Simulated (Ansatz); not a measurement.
H4NOSb (`[NH2][SbH][OH]`). Charge 0, multiplicity 1. Correlated methods include outer-core shells of Sb, which these sets cover unevenly. Sb: def2 effective core potential.

```xyz
7

N     0.2905    0.5222    1.0919
Sb   -0.9905   -0.0393   -0.3502
O     0.3345   -0.3186   -1.7806
H    -0.0311    1.2418    1.7209
H     0.8109   -0.1850    1.5879
H    -0.9211   -1.7197   -0.0149
H     0.5070    0.4986   -2.2550
```

Give the diagnostics of a CCSD(T)/def2-TZVPP run (frozen core, Ansatz). (An estimate is asked.)

Ansatz gave: T1 = 0.0144, largest single amplitude 0.032, largest double 0.036, (T) share of the correlation energy 3.3 %, 10 CCSD cycles. The RHF solution is stable towards an unrestricted one. T1 lies under the customary mark of 0.02 for closed shells.
